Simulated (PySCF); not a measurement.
Coordinates in bohr (charge 0 multiplicity 4):
```
Ir    0.0000    0.0000    0.0000
I     4.8193    0.0000    0.0000
I    -4.8193    0.0000    0.0000
```

All numbers come from UB3LYP in PySCF with Ir def2-SVP with ECP60, I def2-SVP with ECP28; scalar-relativistic core potentials, no spin–orbit coupling; density-fitted integrals.

This geometry of IrI₂ is a stationary point at this level.

(1) What is the point group?

(2) Is it a minimum?

(3) What are the dipole moment and the gap between the highest occupied and lowest empty levels of either spin?

(4) Give the atomic charges and bond orders.

(5) Give the ideal-gas entropy at 298.15 K and 1 bar by parts.

## Answers

(1) D∞h.

(2) Yes: all harmonic wavenumbers are real, though the softest, 33 cm⁻¹, leaves little margin.

(3) 0.00 D and 2.53 eV.

(4) 
```tsv
atom	Mulliken	Löwdin	polar tensor	spin (Mulliken)	Mayer order to Ir1
Ir1	0.14	-0.37	0.73	2.23	–
I2,3	-0.07	0.19	-0.36	0.38	1.26
```

(5) translation 185.0, rotation 85.0, vibration 65.1, spin 11.5; total 346.6 J/(mol K).

This need not be the most stable arrangement of these atoms. Other spin states or occupations of the open shell can lie lower. With an element this heavy the missing spin–orbit coupling can shift these numbers.
